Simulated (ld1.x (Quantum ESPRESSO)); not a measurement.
# Pb (Z = 82), TM: configuration errors across variants

ld1.x (Quantum ESPRESSO) 7.5 input, shortened:

```
&input
   title='Pb', zed=82., rel=1, dft='PBESOL', iswitch=3,
   config='[Xe] 4f14 5d10 6s2 6p2'
 /
 &inputp
   pseudotype=2, tm=.true., lloc=0,
   nlcc=.true.
 /
3
6P  2  1   2.00   0.00  2.00  2.00  0.0
5D  3  2  10.00   0.00  1.40  1.40  0.0
6S  1  0   2.00   0.00  2.10  2.10  0.0
 &test
   configts(1)='5d10 6s2 6p2'
 /
```

All-electron excitation energies from the reference (eV): (1) 5d10 6s2 6p1 6.598; (2) 5d10 6s2 6p0 20.045; (3) 5d10 6s1 6p0 52.524; (4) 5d10 6s1 6p3 8.771; (5) 5d10 6s0 6p4 17.906; (6) 5d9 6s2 6p2 27.159; (7) 5d9 6s2 6p3 19.287.

1 further variants failed, have other tests or too few solved ones, and are left out.

A true bound ghost makes a file unfit for plane-wave use even where its test errors are small: the radial tests pick states by their node count and pass the ghost by.

Errors AE − PS in meV (a dash: test not solved or not reliable):

| change | (1) | (2) | (3) | (4) | (5) | (6) | (7) | bound ghosts |
| --- | --- | --- | --- | --- | --- | --- | --- | --- |
| base | -2.7 | -14 | -45 | -4.0 | -11 | -132 | -161 | none |
| wave 6p (bound): rc 2.00 bohr becomes 6p (bound): rc 1.52 bohr | -6.7 | -39 | -55 | -27 | -116 | -122 | -117 | p |
| wave 6p (bound): rc 2.00 bohr becomes 6p (bound): rc 1.72 bohr | -2.4 | -11 | -35 | -9.3 | -35 | -102 | -105 | p |
| wave 6p (bound): rc 2.00 bohr becomes 6p (bound): rc 1.94 bohr | -2.6 | -13 | -44 | -4.0 | -11 | -125 | -151 | none |
| wave 6p (bound): rc 2.00 bohr becomes 6p (bound): rc 2.20 bohr | -3.2 | -17 | -47 | -5.0 | -17 | -151 | -189 | none |
| wave 6p (bound): rc 2.00 bohr becomes 6p (bound): rc 2.36 bohr | -3.3 | -17 | -47 | -5.8 | -20 | -157 | -197 | none |
| wave 6p (bound): rc 2.00 bohr becomes 6p (bound): rc 2.82 bohr | -3.3 | -19 | -54 | -3.4 | -9.8 | -146 | -183 | none |
| wave 6p (bound): rc 2.00 bohr becomes 6p (bound): rc 2.98 bohr | -3.4 | -21 | -62 | -1.5 | -0.9 | -137 | -171 | none |

Give the same row for: wave 6p (bound): rc 2.00 bohr becomes 6p (bound): rc 2.58 bohr.

-3.3, -17, -47, -5.6, -20, -156, -197; bound ghosts: none.
